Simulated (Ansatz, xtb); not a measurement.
## Relative energy of two isomers of C3H9NOSi

We compare X, `N[C@@H]1OC[C@@H]1[SiH3]`, a singlet, with Y, `N[C@@H]1C[C@H]([SiH3])O1`, a singlet. Both are isolated molecules in the gas phase, relaxed with B3LYP-D3(BJ)/def2-SVP, each in the lowest conformer that the search found.

Energies in hartree; the thermal terms are from GFN2-xTB frequencies at re-optimised GFN2-xTB minima (ideal gas, soft modes damped towards free rotors, one conformer each, 298.15 K, 1 atm) and include the zero-point energy:

```
                              X           Y
E, CCSD(T)/def2-SVP  −537.727396  −537.723813
    E, MP2/def2-SVP  −537.634003  −537.630065
  E, MP2/def2-TZVPP  −538.233469  −538.229903
  zero-point energy     0.115549     0.115340
       H(298 K) − E     0.124122     0.123958
       G(298 K) − E     0.083825     0.083554
```

Correct the CCSD(T) difference for the basis set by the MP2 change, then work out ΔE, ΔE₀, ΔH and ΔG for X → Y in kJ/mol (1 Eh = 2625.50 kJ/mol) and the equilibrium ratio [Y]/[X].

1. Differences Y − X: CCSD(T) +0.003583, MP2 in the small set +0.003938, MP2 in the large set +0.003566 Eh.
2. ΔE = +0.003583 + (+0.003566 − (+0.003938)) = +0.003211 Eh = +8.43 kJ/mol.
3. ΔE₀ = ΔE + ΔZPE = +0.003211 + (−0.000209) Eh = +7.88 kJ/mol.
4. ΔH = ΔE + (−0.000164) Eh = +8.00 kJ/mol.
5. ΔG = ΔE + (−0.000271) Eh = +7.72 kJ/mol, so ΔS = (ΔH − ΔG)/T = +0.9 J/(mol K).
6. kT = 0.9442 mEh, so K = [Y]/[X] = exp(−ΔG/kT) = exp(−3.11) ≈ 0.044.

Structure X is favoured at this temperature. An error of 4 kJ/mol in ΔG would change K by a factor of 5. GFN2-xTB found them nearly level. Mirror images and further conformers aren't counted.

As drawn, both hold the same kinds of bond in the same numbers.

Other levels gave ΔE = −0.5 (GFN2-xTB); +5.3 (HF/STO-3G, GFN2-xTB geometries); +8.7 (r2SCAN-D4/def2-SVP, GFN2-xTB geometries); +8.7 (B3LYP-D3(BJ)/def2-SVP); +9.7 (HF/def2-SVP); +10.3 (MP2/def2-SVP); +9.4 (CCSD(T)/def2-SVP) kJ/mol. The correlated steps freeze 10 core orbitals. Programs: Ansatz 0.2.0, xtb 6.7.1.
